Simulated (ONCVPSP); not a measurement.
# Sr: one change to an ONCV potential, before and after

Sr, optimised norm-conserving Vanderbilt (ONCV), made with ONCVPSP 4.0.1 (PBE, scalar-relativistic). Core [Ar] 3d10, reference 4s2 4p6 5s2. Waves: 4s+5s: rc 2.50 bohr, ncon 3, nbas 7, qcut 4.5 1/bohr, 2 projectors; 4p: rc 1.70 bohr, ncon 5, nbas 9, qcut 5.5 1/bohr, 2 projectors, debl 3.7 Ha; d scattering state at 0.19 Ha: rc 2.45 bohr, ncon 5, nbas 9, qcut 4.1 1/bohr, 1 projector; f scattering state at 0.38 Ha: rc 2.65 bohr, ncon 4, nbas 7, qcut 4.1 1/bohr, 2 projectors, debl 3.3 Ha. Local part: polynomial inside 1.15 bohr (lpopt 5, dvloc0 4 Ha). Core correction: none.

In the d channel the program set the typed energies aside and used 0.050 Ha.

Change: s: qcut 5.8; p: qcut 7.1; d: qcut 5.3; f: qcut 5.3.

Cutoffs: the cutoffs (Ha) at which the residual kinetic energy of the hardest occupied pseudo-wave falls to 1 and 0.1 mHa per electron; they do not see the model core or the augmentation charge, which bear on the density cutoff. Errors are all-electron minus pseudo energies relative to the spin-unpolarised reference configuration.

Task: Predict the effect on cutoff, ghosts and configuration errors.

Result: The potential gets neither clearly harder nor softer (16 Ha and 76 Ha → 19 Ha and 23 Ha); the p channel sets the loose cutoff, while the largest relative change is in s, which becomes harder; of the 4 tests that both files solve, the error grows in 0 and shrinks in 2 by more than 15 % and 0.3 meV (median size 2.1 → 1.6 meV); the range in which the d phases agree widens (upper end 1.6 → at the end of the scan); neither file shows a bound ghost.

```csv
quantity,base,changed
"cutoff, loose",16 Ha,19 Ha
"cutoff, tight",76 Ha,23 Ha
loose cutoff by channel,"s 3.8 Ha, p 16 Ha","s 8.6 Ha, p 19 Ha"
bound ghosts,none,none
GHOST(+) flags under 300 eV,f at 116.4 eV,s at 95.4 eV
"error for 4s2 4p6 5s1, meV [ΔE 5.89 eV]",-0.6,-0.6
"error for 4s2 4p6 5s0, meV [ΔE 16.89 eV]",-3.5,-2.7
"error for 4s2 4p6 5s1.5, meV [ΔE 2.34 eV]",-0.2,-0.2
"error for 4s1 4p6 5s2, meV [ΔE 47.02 eV]",-305,-191
s: phases at 2.53 bohr within 0.05 rad from the reference energy up to (Ha; the scan ends near 5),2.2,2.6
p: phases at 1.73 bohr within 0.05 rad from the reference energy up to (Ha; the scan ends near 5),to the end of the scan,to the end of the scan
d: phases at 2.49 bohr within 0.05 rad from the reference energy up to (Ha; the scan ends near 5),1.6,to the end of the scan
f: phases at 2.69 bohr within 0.05 rad from the reference energy up to (Ha; the scan ends near 5),2.1,2.6
```
